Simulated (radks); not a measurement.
Tb32+, configuration [Ar] 3d10 4s2 4p3 (the NIST ground configuration). Calculated with a radial shooting solver on a logarithmic mesh with Libxc functionals: Dirac Kohn-Sham, BLYP, spin-unpolarised, spherical densities, finite nucleus; open shells fill j = l - 1/2 first; Fermi nuclear charge, rms radius 5.06 fm.

Unscreened Slater integrals over Kohn-Sham orbitals (eV). Large and small components are both included.

integral          value
F0(4p3/2,4p3/2)  48.682
F2(4p3/2,4p3/2)  25.387
F0(4p3/2,4p1/2)  49.581
G2(4p3/2,4p1/2)  25.559
F0(4p3/2,4s1/2)  49.517
G1(4p3/2,4s1/2)  33.403
F0(4p3/2,3d5/2)  61.841
F2(4p3/2,3d5/2)  17.598
G1(4p3/2,3d5/2)  5.7125
G3(4p3/2,3d5/2)  5.7603
F0(4p1/2,4p1/2)  50.562
F0(4p1/2,4s1/2)  50.482
G1(4p1/2,4s1/2)  33.968
F0(4p1/2,3d5/2)  63.794
G3(4p1/2,3d5/2)  6.0897
F0(4s1/2,4s1/2)  50.432
F0(4s1/2,3d5/2)  63.368
G2(4s1/2,3d5/2)  5.9245
F0(3d5/2,3d5/2)  115.51
F2(3d5/2,3d5/2)  58.895
F4(3d5/2,3d5/2)  37.895
